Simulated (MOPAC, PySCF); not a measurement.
C$_{10}$H$_{8}$SSi, SMILES `C#Cc1ccc([SiH3])c2ccsc12`, neutral singlet in the gas phase. 

Cartesian coordinates (Å):
```xyz
20

C     -4.3072     0.1499     0.8912
C     -3.1177    -0.0747     0.6975
C     -1.7305    -0.3084     0.4636
C     -1.1330    -1.5651     0.6958
C      0.2392    -1.7737     0.4582
C      1.0821    -0.7532    -0.0181
Si     2.9143    -1.0829    -0.3206
C      0.5033     0.5270    -0.2607
C      1.1267     1.7347    -0.7429
C      0.2440     2.7806    -0.8533
S     -1.3829     2.3644    -0.3790
C     -0.8884     0.7287    -0.0170
H     -5.3564     0.3451     1.0628
H     -1.7618    -2.3861     1.0684
H      0.6572    -2.7733     0.6551
H      3.7759    -0.1805     0.5234
H      3.2804    -0.8375    -1.7610
H      3.2070    -2.5156     0.0280
H      2.1924     1.8182    -0.9979
H      0.4553     3.8022    -1.1934
```
Charge 0, spin multiplicity 1.

All levels are single points at this geometry (PBE-D3(BJ)/def2-SVP); Pople sets use spherical d functions. Orbital energies aren't observables, and empty levels follow the basis.

```
level                          HOMO (eV)  LUMO (eV)  gap (eV)  dipole (D)  vertical IE, Delta-SCF (eV)
-----------------------------  ---------  ---------  --------  ----------  ---------------------------
PBE-D3(BJ)/def2-TZVP in PySCF      -5.58      -2.49      3.08        0.44                         7.74
BP86/6-31G* in PySCF               -5.39      -2.22      3.16        0.34                            –
PBE/6-31G* in PySCF                -5.30      -2.14      3.16        0.34                         7.54
SVWN5/6-31G* in PySCF              -5.44      -2.31      3.13        0.34                         7.71
HF/6-31G* in PySCF                 -8.00       1.93      9.93        0.20                            –
AM1 in MOPAC                       -8.41      -0.54      7.87        0.14                            –
PM3 in MOPAC                       -8.47      -0.59      7.88        1.19                            –
PM6 in MOPAC                       -8.56      -0.82      7.74        0.23                            –
PM7 in MOPAC                       -8.45      -0.76      7.68        0.55                            –
```
